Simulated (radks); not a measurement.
Valence configurations of In IV (all share [Kr]). Method: scalar-relativistic Kohn-Sham, SCAN, spin-polarised, spherical densities, finite nucleus; open shells are filled with parallel spins first (spin-orbit coupling, left out, can overturn this in heavy ions); meta-GGA in the generalised Kohn-Sham scheme; Fermi nuclear charge, rms radius 4.6156 fm; computed with a radial shooting solver on a logarithmic mesh with Libxc functionals. Energies are relative to 4d10; eigenvalues in eV for spin up.

valence          E (eV)  moment (Bohr magnetons)    e(4d)    e(5p)    e(5s)
4d10              0.000                        0  -48.287        -        -
4d9 5s1          16.123                        2  -53.975        -  -36.190
4d8.5 5s1 5p0.5  29.271                        3  -57.396  -28.309  -37.861
4d8 5s1 5p1      43.084                        4  -60.784  -29.688  -39.556
4d9 5p1          25.379                        2  -55.183  -27.501        -
4d9.5 5p0.5      12.452                        1  -51.764  -25.763        -
4d8 5p2          52.924                        4  -61.948  -30.257        -
4d7 5p3          83.032                        6  -68.636  -32.813        -

NIST lists [Kr] 4d10 as the ground configuration; this level of theory agrees among the configurations tried. The energies are those of spherical high-spin densities, not of single terms. No valid solution was reached for [Kr] 4d8 5s2; [Kr] 4d7 5s2 5p1.
